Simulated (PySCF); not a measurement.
C3H7NSi, SMILES C#C[SiH2]CN. Geometry: B3LYP-D3(BJ)/def2-SVP. The structure was generated by enumeration, and PubChem lists no compound with its InChIKey, so it may never have been made. One conformer was computed; it need not be the lowest.

Level of theory: PySCF with B3LYP-D3(BJ)/def2-SVP.

Harmonic wavenumbers (cm⁻¹): 85, 137, 236, 250, 281, 378, 571, 601, 669, 721, 738, 744, 771, 845, 908, 951, 1081, 1107, 1260, 1340, 1462, 1640, 2146, 2220, 2241, 2931, 3044, 3455, 3486, 3562. Rotational constants (GHz): 6.056, 2.558, 1.938; symmetry number 1.

Task: Work out the zero-point energy and the ideal-gas rigid-rotor harmonic-oscillator thermochemistry at 298.15 K and 1 atm.

Result: ZPE = ½ Σ hcν = ½ × 39864 cm⁻¹ = 56.99 kcal/mol. H − E(el) = 62.05 kcal/mol. Entropy in cal/(mol K): translation 39.24, rotation 26.77, vibration 15.72, total 81.73. G − E(el) = 37.68 kcal/mol. Cp = 27.12 cal/(mol K). Modes under 150 cm⁻¹ make the vibrational entropy uncertain.
